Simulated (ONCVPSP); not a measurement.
## copper (Cu): one change to an ONCV potential, before and after

ONCVPSP 4.0.1 input, shortened (lines: element, Z, core and valence counts, functional; n l f; lmax; l rc ep ncon nbas qcut; lloc lpopt rc5 dvloc0; l nproj debl; icmod fcfact rcfact), LDA (Perdew-Wang 92), fully relativistic:

```
  Cu 29.00    3    4  -001012      upf
    1    0    2.00
    2    0    2.00
    2    1    6.00
    3    0    2.00
    3    1    6.00
    3    2   10.00
    4    1    1.00
    2
    0    0.70    0.00    5    9    9.20
    1    1.20    0.00    5   10   13.60
    2    0.75    0.00    3    6   13.90
    4    5    0.70    0.00
    0    2    2.00
    1    2    2.50
    2    2    3.60
    0    0.00    0.00
```

Open shells are filled in proportion to 2j + 1.

In the s channel the program set the typed energies aside and used -4.271, 0.250 Ha.

All-electron outer shells of the reference configuration (LDA (PZ), scalar-relativistic, ld1.x):

```
shell  level (eV)  outermost node (bohr)  outermost maximum (bohr)
   2p     -918.40                      –                      0.16
   3s     -116.25                   0.29                      0.61
   3p      -74.14                   0.26                      0.62
   3d       -7.40                      –                      0.60
   4p       -1.86                   0.97                      3.22
```

Change: core [Ar], valence charge 11; reference 3d10 4s0.75 4p0.25; waves now 4s: rc 2.00 bohr, ncon 4, nbas 8, qcut 4.1 1/bohr, 1 projector; 4p: rc 3.45 bohr, ncon 3, nbas 8, qcut 2.8 1/bohr, 3 projectors, debl 2.3 Ha; 3d: rc 1.10 bohr, ncon 3, nbas 8, qcut 13 1/bohr, 2 projectors, debl 0.9 Ha; local potential polynomial inside 0.75 bohr (lpopt 5, dvloc0 1 Ha).

Cutoffs: the cutoffs (Ha) at which the residual kinetic energy of the hardest occupied pseudo-wave falls to 1 and 0.1 mHa per electron; they do not see the model core or the augmentation charge, which bear on the density cutoff. Errors are all-electron minus pseudo energies relative to the spin-unpolarised reference configuration.

**Question.** What does the change do?

**Answer.** The potential gets softer (401 Ha and 470 Ha → 70 Ha and 79 Ha); a bound ghost appears in s, which as a rule spoils a file; the number of tests that count goes from 4 to 2. The shells moved into the core no longer need plane waves of their own. Several settings change at once here, so the effects cannot be laid on one of them.

```csv
quantity,base,changed
"cutoff, loose",401 Ha,70 Ha
"cutoff, tight",470 Ha,79 Ha
loose cutoff by channel,"s 401 Ha, p 48 Ha, d 215 Ha","s 5.8 Ha, p 1.4 Ha, d 70 Ha"
bound ghosts,none,s
GHOST(+) flags under 300 eV,none,"p3/2 at 82.9 eV, p1/2 at 84.7 eV"
"tests counted (converged, no solver errors)",4 of 4,2 of 4
```

Base: These tests converged, but a pseudo level misses the all-electron one widely, so the file describes the atom poorly there or has found another state: 3s2 3p6 3d10 4s1 4p0: empty 4p by 5.9 eV; 3s2 3p6 3d9 4s2 4p0: empty 4p by 14.2 eV. Changed file: Tests not counted: 3d9 4s0 4p0 (no result); 3d8 4s0 4p0 (no result). A true bound ghost makes a file unfit for plane-wave use even where its test errors are small: the radial tests pick states by their node count and pass the ghost by.
